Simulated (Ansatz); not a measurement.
The first iterations of a band of Cl2FHSi (5 atoms, charge 0, multiplicity 1).

Computed with RKS PBE0-D4/cc-pVDZ (Ansatz 0.2.0).

```
movable images  : 7
climbing image  : yes
spring          : 2.0 to 10.0 eV/Å², energy-weighted
optimiser       : quadratic models (default)
start path      : through a guess of the saddle point
force threshold : 0.05 eV/Å
iteration limit : 60
end points      : relaxed
```

First end point:

```xyz
5
Properties=species:S:1:pos:R:3
Si 0.187 0.033 0.261
H -0.081 -0.002 1.715
Cl 2.203 0.037 -0.107
Cl -0.688 1.672 -0.603
F -0.447 -1.300 -0.435
```

Last end point:

```xyz
5
Properties=species:S:1:pos:R:3
Si -1.074 0.205 0.073
H 1.768 -0.492 1.995
Cl 1.848 0.261 0.945
Cl -0.592 1.649 -1.402
F -0.774 -1.182 -0.778
```

| iteration | highest image above the first end (eV) | largest band force component (eV/Å) |
| --- | --- | --- |
| 1 | 4.120 | 6.258 |
| 2 | 3.259 | 3.297 |
| 3 | 2.856 | 1.531 |

Task: Does the band converge within its limit, and where does its top end?

Result: It converged. It ended after 11 iterations with the highest image 2.859 eV above the first end. Neighbouring images differ by up to 1.9 eV, so the band resolves the path poorly. Another band between the same ends (7 images) ends at a top of the same energy, where a vibrational analysis finds 1 clearly imaginary mode. The orbitals stay closed-shell, which can raise the energy where a bond breaks towards radicals; this wasn't checked here.

Run time: 3.9 min on 1 thread of Arm Neoverse V1, on a shared host, peak memory 0.15 GiB.
